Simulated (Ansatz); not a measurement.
One change: `C[NH][InH][OH]` becomes `C[N](C)[InH][OH]`.

Ansatz, PBE0-D4/def2-TZVP geometries, multiplicity 1. Each molecule was computed in one conformer, which needn't be the lowest.

Elements past krypton have def2 core potentials.

```tsv
property	`C[NH][InH][OH]`
LUMO energy (PBE/def2-TZVPP) / eV	-1.45
size of the dipole moment (ωB97M-V/def2-TZVPP) / D	2.29
HOMO–LUMO gap (PBE0/def2-TZVPP) / eV	5.77
HOMO–LUMO gap (PBE/def2-TZVPP) / eV	3.72
HOMO energy (ωB97M-V/def2-TZVPP) / eV	-8.80
HOMO energy (B3LYP/def2-TZVPP) / eV	-6.27
```

(1) Give the same properties after the change, and the shifts. (Estimate.)

## Answers

(1) The calculation gave: 
```csv
property,`C[N](C)[InH][OH]`,shift
LUMO energy (PBE/def2-TZVPP) / eV,-1.46,-0.01
size of the dipole moment (ωB97M-V/def2-TZVPP) / D,1.85,-0.44
HOMO–LUMO gap (PBE0/def2-TZVPP) / eV,5.15,-0.62
HOMO–LUMO gap (PBE/def2-TZVPP) / eV,3.31,-0.41
HOMO energy (ωB97M-V/def2-TZVPP) / eV,-8.23,0.57
HOMO energy (B3LYP/def2-TZVPP) / eV,-5.79,0.48
```

With PBE0 the HOMO rises by 0.51 eV and the LUMO falls by 0.11 eV, so the gap narrows by about 0.62 eV. PBE moves the HOMO by 0.41 eV and ωB97M-V by 0.57 eV. Dipoles are sizes alone; their direction can turn.

B3LYP here is the variant with VWN-RPA as its local correlation; programs differ in this.
